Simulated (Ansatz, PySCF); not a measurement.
ClH3MoN2S, SMILES [NH]=[Mo]([NH2])(=[S])[Cl], multiplicity 1.

Geometry optimised at B3LYP-D3(BJ)/def2-SVP. The spin state was assumed, not searched. The structure was generated by enumeration; whether it is a known compound was not checked. The def2 effective core potentials stand for the cores of Mo; spin–orbit coupling is left out. One conformer was computed; it need not be the lowest.

Vertical ionisation energy (IE) and electron affinity (EA) in eV. Rows of orbital energies are one-electron estimates. Where ΔSCF, EOM or ADC give a negative EA the extra electron is unbound and the value depends on the basis.

```csv
level,IE,EA
"−ε(HOMO), −ε(LUMO), r2SCAN/def2-TZVP (PySCF)",6.68,3.38
"−ε(HOMO), −ε(LUMO), PBE/def2-TZVP (PySCF)",6.39,3.37
"ΔSCF, CAM-B3LYP/def2-SVPD (Ansatz), final states of multiplicity 2 and 2",9.54,1.38
"ΔSCF, PBE/def2-SVPD (Ansatz), final states of multiplicity 2 and 2",___,___
```

Q: Complete the blanks. (Estimate from the structure and the level; the computed values follow.)

A: 
- ΔSCF, PBE/def2-SVPD (Ansatz, a program for electronic structure), final states of multiplicity 2 and 2, IE: 9.26
- ΔSCF, PBE/def2-SVPD (Ansatz), final states of multiplicity 2 and 2, EA: 0.84

Q: What vertical singlet–triplet gap does ΔSCF give with CAM-B3LYP/def2-SVPD (Ansatz) and with PBE/def2-SVPD (Ansatz)? (Estimate from the structure and the level; the computed values follow.)

A: 2.50 and 2.85 eV (triplet above singlet where positive).
